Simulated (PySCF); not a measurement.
## BeF₂: bending curve

Method: PBE0/[Be def2-TZVP, F def2-TZVP], no relativity, density fitting, PySCF.

Rigid scan from the singlet minimum (Be–F 1.378 Å (×2); F–Be–F 180.0°). Coordinate: the F–Be–F angle, bonds fixed. Energies in kJ/mol from the minimum.

```csv
bond angle (°),E (kJ/mol),dipole size (D)
80,455.6,5.57
90,297.3,5.13
100,201.6,4.65
110,138.5,4.16
120,94.4,3.63
130,62.3,3.07
140,38.3,2.48
150,20.8,1.88
160,9.0,1.26
170,2.2,0.63
180,0.0,0.00
```

Other isomers or separated fragments may lie lower.
